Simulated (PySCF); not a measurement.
From one molecule to another.

First species: C₄H₇FO₃S.
InChI=1S/C4H7FO3S/c1-2-4(5)3-7-9(6)8-4/h2-3H2,1H3/t4-,9+/m0/s1

Second species: C5H6O.
SMILES with atom numbers: `[CH3:1][C:2]1=[CH:3][C:4](=[O:5])[CH2:6]1` (hydrogens: H7, H8, H9 on C1; H10 on C3; H11, H12 on C6)

Levels: PBE0/def2-SVPD for dipole moment, HOMO energy, LUMO energy, HOMO–LUMO gap, static isotropic polarisability and electronic spatial extent ⟨r²⟩ about the centre of nuclear charge; TDDFT PBE0/def2-SVPD for lowest singlet excitation; TDA PBE0/def2-SVPD for lowest triplet excitation (Tamm–Dancoff); GFN2-xTB for rotational constant A and rotational constant C. Geometries: GFN2-xTB. Each structure is a single optimised conformer of the isolated species, non-relativistic unless stated. Electronic properties by PySCF.

Dipoles, sizes and rotational constants follow the conformer. The torsions of the flexible species, by atom-mapped SMILES:
- `[CH3:1][CH2:2][C@@:3]1([F:4])[CH2:5][O:6][S@@:7](=[O:8])[O:9]1`: C1–C2–C3–F4 -62°

Values for the first species:

* Dipole moment: 3.76 D
* HOMO energy: -8.27 eV
* LUMO energy: -0.84 eV
* HOMO–LUMO gap: 7.43 eV
* Lowest singlet excitation: 5.91 eV
* Lowest triplet excitation (Tamm–Dancoff): 4.74 eV
* Static isotropic polarisability: 77.7 au
* Electronic spatial extent ⟨r²⟩ about the centre of nuclear charge: 1384 bohr²
* Rotational constant A: 3.361 GHz
* Rotational constant C: 0.883 GHz

Task: Estimate the same properties for the second species, and the change in each.

Result: 
| property | first | second | second less first |
| --- | --- | --- | --- |
| dipole moment | 3.76 D | 4.54 D | +0.78 D |
| HOMO energy | -8.27 eV | -7.16 eV | +1.11 eV |
| LUMO energy | -0.84 eV | -1.32 eV | -0.48 eV |
| HOMO–LUMO gap | 7.43 eV | 5.84 eV | -1.59 eV |
| lowest singlet excitation | 5.91 eV | 3.95 eV | -1.96 eV |
| lowest triplet excitation (Tamm–Dancoff) | 4.74 eV | 3.50 eV | -1.24 eV |
| static isotropic polarisability | 77.7 au | 60.7 au | -17.0 au |
| electronic spatial extent ⟨r²⟩ about the centre of nuclear charge | 1384 bohr² | 588 bohr² | -796 bohr² |
| rotational constant A | 3.361 GHz | 11.986 GHz | +8.625 GHz |
| rotational constant C | 0.883 GHz | 2.089 GHz | +1.206 GHz |

On the first: The vertical singlet–triplet gap S1 − T1 is 1.17 eV (TDDFT singlet less Tamm–Dancoff triplet; S1: HOMO→LUMO, weight 0.95; T1: HOMO→LUMO, weight 0.95).

On the second: The polarisability is 8.99 Å³ as a volume (1 au = 0.148185 Å³), or 1.38 au for each of the 44 electrons. No computed singlet falls in the visible range (750 to 380 nm, 1.65 to 3.26 eV); S1 lies 0.69 eV above its blue end.
